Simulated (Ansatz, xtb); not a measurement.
**Relative energy of two structures of AlBeH2I**

We compare a, a singlet given by its coordinates, with b, a singlet given by its coordinates. Both are isolated molecules in the gas phase, relaxed with B3LYP-D3(BJ)/6-311G**.

a (Å):

```yaml
atoms:
  - { symbol: Al, position_ang: [-0.8299, -1.9043, -0.4985] }
  - { symbol: Be, position_ang: [-0.1930, 0.4461, -0.0773] }
  - { symbol: I, position_ang: [0.3801, 2.5606, 0.3027] }
  - { symbol: H, position_ang: [-1.4867, -0.1705, -0.1300] }
  - { symbol: H, position_ang: [0.6220, -0.7039, -0.3417] }
```

Close contacts (Å): Al1–Be2 2.47, Be2–I3 2.22, Al1–H4 1.89, Al1–H5 1.89, Be2–H4 1.43, Be2–H5 1.43.

b (Å):

| atom | x (Å) | y (Å) | z (Å) |
| --- | --- | --- | --- |
| Al | 0.8376 | 0.3027 | 1.5956 |
| Be | -0.9855 | -0.4261 | -0.4354 |
| I | 1.2877 | -0.7360 | -1.0505 |
| H | -0.8797 | 0.0864 | 0.8971 |
| H | -2.0854 | -0.6665 | -1.1462 |

Close contacts (Å): Al1–I3 2.88, Be2–I3 2.38, Al1–H4 1.87, Be2–H4 1.43, Be2–H5 1.33.

Which of the two would you expect CCSD(T)/def2-TZVPP electronic energies to favour?

Too close to call at this level: CCSD(T)/def2-TZVPP gives E(b) − E(a) = +0.13 kcal/mol.

How the difference moves with the method:

```json
{"level": "B3LYP-D3(BJ)/6-311G**", "geometry": "B3LYP-D3(BJ)/6-311G**", "E(b) − E(a) (kcal/mol)": "+0.37", "departure from the last row (kcal/mol)": "+0.24", "job, with rough time for the two": "optimisation, 74 s"}
{"level": "HF/def2-TZVPP", "geometry": "B3LYP-D3(BJ)/6-311G**", "E(b) − E(a) (kcal/mol)": "+1.71", "departure from the last row (kcal/mol)": "+1.58", "job, with rough time for the two": "part of the CCSD(T) run"}
{"level": "MP2/def2-TZVPP", "geometry": "B3LYP-D3(BJ)/6-311G**", "E(b) − E(a) (kcal/mol)": "−0.63", "departure from the last row (kcal/mol)": "−0.76", "job, with rough time for the two": "part of the CCSD(T) run"}
{"level": "CCSD(T)/def2-TZVPP", "geometry": "B3LYP-D3(BJ)/6-311G**", "E(b) − E(a) (kcal/mol)": "+0.13", "departure from the last row (kcal/mol)": "", "job, with rough time for the two": "single point, 28 s"}
```

The largest departure from CCSD(T)/def2-TZVPP is that of HF/def2-TZVPP, 1.58 kcal/mol. Levels run at GFN2-xTB geometries aren't shown.

With harmonic frequencies from B3LYP-D3(BJ)/6-311G** (ideal gas, rigid rotor, one conformer each, 298.15 K, 1 atm): the zero-point term adds −0.18 kcal/mol; ΔH is −0.11 and ΔG −0.34 kcal/mol.

The correlated steps freeze 9 core orbitals; the filled d shell of I is correlated; the last core shell of Be is correlated, in a basis made for valence electrons. Atoms past krypton carry core potentials in the def2 sets, other sets are all-electron and non-relativistic, and no spin–orbit term is included. Run with Ansatz 0.2.0; the last row on 2 threads of Intel(R) Xeon(R) Processor @ 2.70GHz on a shared host.
